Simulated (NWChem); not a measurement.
Species: C$_{3}$H$_{5}$BO$_{2}$; SMILES O=CB1COC1

```xyz
11

O     -0.5219    -2.3020     0.0000
C      0.4869    -1.6248     0.0000
B      0.2572    -0.0726     0.0000
C     -0.0229     1.0651    -1.0548
O     -0.2405     2.0100     0.0000
C     -0.0229     1.0651     1.0548
H      1.4990    -2.1142     0.0000
H     -0.9179     0.9164    -1.6903
H      0.8117     1.3540    -1.7230
H      0.8117     1.3540     1.7230
H     -0.9179     0.9164     1.6903
```
Atoms are numbered in this order, from 1.

Level: PBE0/def2-SVP (NWChem), optimised geometry, unscaled harmonic frequencies. 

**Question.** List the harmonic frequencies with IR intensities, and the thermochemistry.

**Answer.** 
```json
[
 {"frequency (cm⁻¹)": "90", "IR intensity (km/mol)": "10.1"},
 {"frequency (cm⁻¹)": "90", "IR intensity (km/mol)": "18.0"},
 {"frequency (cm⁻¹)": "170", "IR intensity (km/mol)": "14.3"},
 {"frequency (cm⁻¹)": "237", "IR intensity (km/mol)": "0.0"},
 {"frequency (cm⁻¹)": "358", "IR intensity (km/mol)": "12.7"},
 {"frequency (cm⁻¹)": "507", "IR intensity (km/mol)": "0.0"},
 {"frequency (cm⁻¹)": "576", "IR intensity (km/mol)": "29.9"},
 {"frequency (cm⁻¹)": "785", "IR intensity (km/mol)": "1.0"},
 {"frequency (cm⁻¹)": "843", "IR intensity (km/mol)": "3.5"},
 {"frequency (cm⁻¹)": "896", "IR intensity (km/mol)": "9.8"},
 {"frequency (cm⁻¹)": "982", "IR intensity (km/mol)": "44.0"},
 {"frequency (cm⁻¹)": "1049", "IR intensity (km/mol)": "6.7"},
 {"frequency (cm⁻¹)": "1101", "IR intensity (km/mol)": "120.1"},
 {"frequency (cm⁻¹)": "1137", "IR intensity (km/mol)": "0.0"},
 {"frequency (cm⁻¹)": "1173", "IR intensity (km/mol)": "3.6"},
 {"frequency (cm⁻¹)": "1189", "IR intensity (km/mol)": "4.1"},
 {"frequency (cm⁻¹)": "1232", "IR intensity (km/mol)": "19.0"},
 {"frequency (cm⁻¹)": "1317", "IR intensity (km/mol)": "16.8"},
 {"frequency (cm⁻¹)": "1400", "IR intensity (km/mol)": "9.2"},
 {"frequency (cm⁻¹)": "1425", "IR intensity (km/mol)": "4.7"},
 {"frequency (cm⁻¹)": "1434", "IR intensity (km/mol)": "5.8"},
 {"frequency (cm⁻¹)": "1800", "IR intensity (km/mol)": "87.9"},
 {"frequency (cm⁻¹)": "2873", "IR intensity (km/mol)": "138.2"},
 {"frequency (cm⁻¹)": "3017", "IR intensity (km/mol)": "26.8"},
 {"frequency (cm⁻¹)": "3031", "IR intensity (km/mol)": "3.1"},
 {"frequency (cm⁻¹)": "3070", "IR intensity (km/mol)": "24.2"},
 {"frequency (cm⁻¹)": "3073", "IR intensity (km/mol)": "0.3"}
]
```

| Quantity | Result |
|---|---|
| zero-point energy | 49.8 kcal/mol |
| thermal correction to the enthalpy at 298.15 K (with zero-point energy) | 54.5 kcal/mol |
| heat capacity Cv | 21.5 cal/(mol K) |
| entropy at 298.15 K and 1 atm (symmetry number 1) | 80.5 cal/(mol K) |
| dipole moment | 2.05 D |

Rigid rotor and harmonic oscillator; modes under 100 cm⁻¹ make the entropy uncertain.
